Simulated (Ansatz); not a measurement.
`C[S][Mg][F]` and `C[S][Mg][O][SiH3]` differ in one atom or group.

Ansatz, PBE0-D4/def2-TZVP geometries, multiplicity 1. Each molecule was computed in one conformer, which needn't be the lowest.

```
                                      property  `C[S][Mg][F]`
             LUMO energy (PBE/def2-TZVPP) / eV          -2.19
         HOMO energy (ωB97M-V/def2-TZVPP) / eV          -8.95
            LUMO energy (PBE0/def2-TZVPP) / eV          -1.47
         LUMO energy (ωB97M-V/def2-TZVPP) / eV          -0.16
size of the dipole moment (PBE/def2-TZVPP) / D           1.76
           HOMO energy (B3LYP/def2-TZVPP) / eV          -6.55
```

Q: What does the change do to each property? (Best estimate.)

A: The calculation gave: 
```json
{"property": "LUMO energy (PBE/def2-TZVPP) / eV", "`C[S][Mg][O][SiH3]`": "-2.16", "shift": "0.03"}
{"property": "HOMO energy (ωB97M-V/def2-TZVPP) / eV", "`C[S][Mg][O][SiH3]`": "-8.91", "shift": "0.04"}
{"property": "LUMO energy (PBE0/def2-TZVPP) / eV", "`C[S][Mg][O][SiH3]`": "-1.43", "shift": "0.04"}
{"property": "LUMO energy (ωB97M-V/def2-TZVPP) / eV", "`C[S][Mg][O][SiH3]`": "-0.13", "shift": "0.03"}
{"property": "size of the dipole moment (PBE/def2-TZVPP) / D", "`C[S][Mg][O][SiH3]`": "1.75", "shift": "-0.01"}
{"property": "HOMO energy (B3LYP/def2-TZVPP) / eV", "`C[S][Mg][O][SiH3]`": "-6.50", "shift": "0.05"}
```

Dipoles are sizes alone; their direction can turn.

B3LYP here is the variant with VWN-RPA as its local correlation; programs differ in this.
